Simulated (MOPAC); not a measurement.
A run for MOPAC: PM7 on CH6InN (SMILES [CH3][InH][NH2]), a point of a torsion scan.

```
PM7 1SCF PRECISE CHARGE=0 THREADS=1
CH6InN

C     -1.63360713 1     0.14081760 1    -0.28488871 1
In     0.25478517 1    -0.38349018 1     0.73233110 1
N      1.97035238 1     0.30440942 1    -0.02322243 1
H     -2.19384022 1    -0.75057401 1    -0.55997752 1
H     -2.25343776 1     0.76732377 1     0.35364981 1
H     -1.35567705 1     0.69306850 1    -1.18170240 1
H      0.50433924 1    -1.34337420 1     2.13759022 1
H      2.04430906 1     0.88283888 1    -0.84697663 1
H      2.88682507 1     0.17357206 1     0.37756647 1
```

Output:

```
*******************************************************************************
 **                                                                           **
 **                              MOPAC v23.2.5                                **
 **                                                                           **
 *******************************************************************************
 ** MOPAC's Digital Object Identifier: https://doi.org/10.5281/zenodo.6511958 **
 **                                                                           **
 ** Please cite the open-source release paper for use of this MOPAC version:  **
 ** J. E. Moussa and J. J. P. Stewart (2026)                                  **
 ** MOPAC: An open-source semiempirical molecular orbital program             **
 ** J. Open Source Softw., 11(119), 8025, https://doi.org/10.21105/joss.08025 **
 *******************************************************************************

                              PM7 CALCULATION RESULTS

 *******************************************************************************
 *  PM7        - The PM7 Hamiltonian to be used
 *
 *
 *
 *                 CHARGE ON SYSTEM = 0
 *
 *
 *
 *  PRECISE    - TIGHTER CRITERIA TO BE USED
 *  1SCF       - DO 1 SCF AND THEN STOP
 *  THREADS=1  - MULTI-THREADING NOT USED
 *  T=         - A TIME OF 172800.0 SECONDS REQUESTED
 *  DUMP=N     - RESTART FILE WRITTEN EVERY 7200.0 SECONDS REQUESTED
 *******************************************************************************
PM7 1SCF PRECISE CHARGE=0 THREADS=1
 CH6InN

   ATOM   CHEMICAL          X               Y               Z
  NUMBER   SYMBOL      (ANGSTROMS)     (ANGSTROMS)     (ANGSTROMS)

     1       C         -1.63360713  *   0.14081760  *  -0.28488871  *
     2      In          0.25478517  *  -0.38349018  *   0.73233110  *
     3       N          1.97035238  *   0.30440942  *  -0.02322243  *
     4       H         -2.19384022  *  -0.75057401  *  -0.55997752  *
     5       H         -2.25343776  *   0.76732377  *   0.35364981  *
     6       H         -1.35567705  *   0.69306850  *  -1.18170240  *
     7       H          0.50433924  *  -1.34337420  *   2.13759022  *
     8       H          2.04430906  *   0.88283888  *  -0.84697663  *
     9       H          2.88682507  *   0.17357206  *   0.37756647  *



          CARTESIAN COORDINATES

    NO.       ATOM           X           Y           Z

     1         C         -1.6336      0.1408     -0.2849
     2        In          0.2548     -0.3835      0.7323
     3         N          1.9704      0.3044     -0.0232
     4         H         -2.1938     -0.7506     -0.5600
     5         H         -2.2534      0.7673      0.3536
     6         H         -1.3557      0.6931     -1.1817
     7         H          0.5043     -1.3434      2.1376
     8         H          2.0443      0.8828     -0.8470
     9         H          2.8868      0.1736      0.3776

 General Reference for PM7:
 "Optimization of Parameters for Semiempirical Methods VI: More Modifications to the
 NDDO Approximations and Re-optimization of Parameters", J. J. P. Stewart, J. Mol. Mod., 1:32, 19 (2013)
 https://link.springer.com/article/10.1007/s00894-012-1667-x

           Empirical Formula: C H6 N In  =     9 atoms



      MOLECULAR POINT GROUP   :   Cs


      RHF CALCULATION, NO. OF DOUBLY OCCUPIED LEVELS = 9


 -------------------------------------------------------------------------------
 PM7 1SCF PRECISE CHARGE=0 THREADS=1
 CH6InN



     1SCF WAS SPECIFIED, SO BFGS WAS NOT USED
     SCF FIELD WAS ACHIEVED


                              PM7 CALCULATION
                                                       MOPAC v23.2.5 Linux




          FINAL HEAT OF FORMATION =         44.37643 KCAL/MOL =     185.67097 KJ/MOL


          COSMO AREA              =        111.05 SQUARE ANGSTROMS
          COSMO VOLUME            =         93.36 CUBIC ANGSTROMS

          IONIZATION POTENTIAL    =          9.001026 EV
          HOMO LUMO ENERGIES (EV) =         -9.001  1.227
          NO. OF FILLED LEVELS    =          9
          MOLECULAR WEIGHT        =        146.8851         POINT GROUP:  Cs

          MOLECULAR DIMENSIONS (Angstroms)

            Atom       Atom       Distance
            H     9    H     4     5.24845
            H     7    H     6     3.80573
            H     5    H     4     1.71577


          SCF CALCULATIONS        =          1





   ATOM   CHEMICAL          X               Y               Z
  NUMBER   SYMBOL      (ANGSTROMS)     (ANGSTROMS)     (ANGSTROMS)

     1       C         -1.63360713  *   0.14081760  *  -0.28488871  *
     2      In          0.25478517  *  -0.38349018  *   0.73233110  *
     3       N          1.97035238  *   0.30440942  *  -0.02322243  *
     4       H         -2.19384022  *  -0.75057401  *  -0.55997752  *
     5       H         -2.25343776  *   0.76732377  *   0.35364981  *
     6       H         -1.35567705  *   0.69306850  *  -1.18170240  *
     7       H          0.50433924  *  -1.34337420  *   2.13759022  *
     8       H          2.04430906  *   0.88283888  *  -0.84697663  *
     9       H          2.88682507  *   0.17357206  *   0.37756647  *

                             CARTESIAN COORDINATES

   1    C       -1.633607130     0.140817600    -0.284888710
   2   In        0.254785170    -0.383490180     0.732331100
   3    N        1.970352380     0.304409420    -0.023222430
   4    H       -2.193840220    -0.750574010    -0.559977520
   5    H       -2.253437760     0.767323770     0.353649810
   6    H       -1.355677050     0.693068500    -1.181702400
   7    H        0.504339240    -1.343374200     2.137590220
   8    H        2.044309060     0.882838880    -0.846976630
   9    H        2.886825070     0.173572060     0.377566470


           Empirical Formula: C H6 N In  =     9 atoms



      MOLECULAR POINT GROUP   :   Cs


                  EIGENVALUES
 -33.67624 -22.98110 -15.60532 -13.65218 -13.08040 -13.06581 -11.66550 -10.22331
  -9.00103   1.22735   2.55200   3.18544   3.95580   6.56350   6.57329   6.72280
   7.73743   7.93816


              NET ATOMIC CHARGES AND DIPOLE CONTRIBUTIONS

  ATOM NO.   TYPE          CHARGE      No. of ELECS.   s-Pop       p-Pop
    1          C          -0.729173        4.7292     1.06922     3.65996
    2         In           0.711055        2.2889     0.60345     1.68549
    3          N          -0.985160        5.9852     1.60463     4.38053
    4          H           0.145511        0.8545     0.85449
    5          H           0.145146        0.8549     0.85485
    6          H           0.140748        0.8593     0.85925
    7          H           0.038229        0.9618     0.96177
    8          H           0.264578        0.7354     0.73542
    9          H           0.269066        0.7309     0.73093
 DIPOLE           X         Y         Z       TOTAL
 POINT-CHG.    -0.331    -1.665     2.469     2.996
 HYBRID         0.898     1.442    -1.876     2.531
 SUM            0.567    -0.223     0.594     0.850


          ATOMIC ORBITAL ELECTRON POPULATIONS

     Atom    s        px        py        pz
    1  C   1.06922   1.26969   1.18305   1.20722
    2 In   0.60345   0.60494   0.40072   0.67983
    3  N   1.60463   1.28967   1.66823   1.42263
    4  H   0.85449
    5  H   0.85485
    6  H   0.85925
    7  H   0.96177
    8  H   0.73542
    9  H   0.73093

 **********************
 *                    *
 * JOB ENDED NORMALLY *
 *                    *
 **********************




 == MOPAC DONE ==
```

The run finished.

Cost: roughly 0.03 core-seconds.
